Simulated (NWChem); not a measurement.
# C$_{6}$H$_{10}$; SMILES C1CCCC=C1

```xyz
16

C      0.6665    -0.0595     1.2989
C     -0.6665     0.0595     1.2989
C     -1.4908     0.1127     0.0452
C     -0.6940    -0.3154    -1.1844
C      0.6940     0.3154    -1.1844
C      1.4908    -0.1127     0.0452
H      1.1986    -0.1182     2.2549
H     -1.1986     0.1182     2.2549
H     -2.3854    -0.5227     0.1634
H     -1.8826     1.1392    -0.0903
H     -0.5884    -1.4150    -1.1819
H     -1.2421    -0.0579    -2.1047
H      0.5884     1.4150    -1.1819
H      1.2421     0.0579    -2.1047
H      2.3854     0.5227     0.1634
H      1.8826    -1.1392    -0.0903
```
Atoms are numbered in this order, from 1.

Results from NWChem. Pople sets run with spherical d functions. The geometry was optimised at PBE0/def2-SVP.

**Question.** Taking B3LYP/def2-TZVP as the yardstick, which of these has the fewest basis functions while keeping “dipole (D)” within 0.05 D of it: B3LYP/3-21G; B3LYP/def2-SVP; B3LYP/6-31G*; B3LYP/6-31+G*; B3LYP/def2-SVPD; B3LYP/STO-3G?

**Answer.** B3LYP/6-31+G* (a larger set in the list lies outside the tolerance).
```tsv
level	basis functions	dipole (D)	relative time (rough)
B3LYP/STO-3G	40	0.25	1
B3LYP/3-21G	74	0.24	1
B3LYP/6-31G*	104	0.23	3
B3LYP/6-31+G*	128	0.34	6
B3LYP/def2-SVP	134	0.27	4
B3LYP/def2-SVPD	200	0.34	9
B3LYP/def2-TZVP	246	0.34	20
```

The yardstick is one finite set, not the basis-set limit.
